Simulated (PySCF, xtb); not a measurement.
C₃H₇NSi, SMILES NC=C=C[SiH3]. One conformer was computed; it need not be the lowest.

Harmonic wavenumbers (cm⁻¹) from GFN2-xTB run with xtb 6.7.1 at its own minimum, in rising order: 61, 94, 169, 231, 315, 372, 512, 532, 568, 686, 719, 769, 783, 797, 804, 859, 1004, 1111, 1184, 1229, 1415, 1523, 2056, 2224, 2235, 2283, 2969, 3027, 3405, 3454.

Problem. What does PBE-D3(BJ)/def2-SVP (PySCF) give at its own minimum? (An estimate is asked for; the answer gives what the named calculation found.)

Solution. 77, 90, 176, 247, 330, 386, 546, 587, 615, 654, 733, 743, 852, 885, 905, 918, 965, 1116, 1170, 1237, 1426, 1570, 1998, 2142, 2144, 2180, 2998, 3072, 3453, 3558. Paired by order, the mean absolute difference is 43 cm⁻¹ and the zero-point energies are 53.5 and 54.0 kcal/mol.
